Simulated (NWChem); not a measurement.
Species: SiH$_{3}$SCl; SMILES [SiH2](Cl)S

```xyz
6

Si    -0.7654     0.0240     0.0041
S      0.3897    -1.7676    -0.0553
Cl     0.3990     1.7346    -0.0221
H     -1.5971    -0.0090    -1.2257
H     -1.5941     0.0875     1.2370
H      0.8880    -1.6216     1.1926
```
Atoms are numbered in this order, from 1.

Program: NWChem. Geometry: optimised at PBE0/def2-SVP. Vertical excitations in the gas phase.

### Question
Predict the results for BHandHLYP/aug-cc-pVDZ, full TDDFT. Quantities: lowest excitation, singlet (eV); oscillator strength of that lowest state; lowest state with f > 0.02, singlet (eV); oscillator strength of that bright state; orbital gap (eV).

### Answer
- lowest excitation, singlet (eV): 6.18
- oscillator strength of that lowest state: 0.003
- lowest state with f > 0.02, singlet (eV): 6.60
- oscillator strength of that bright state: 0.044
- orbital gap (eV): 9.00
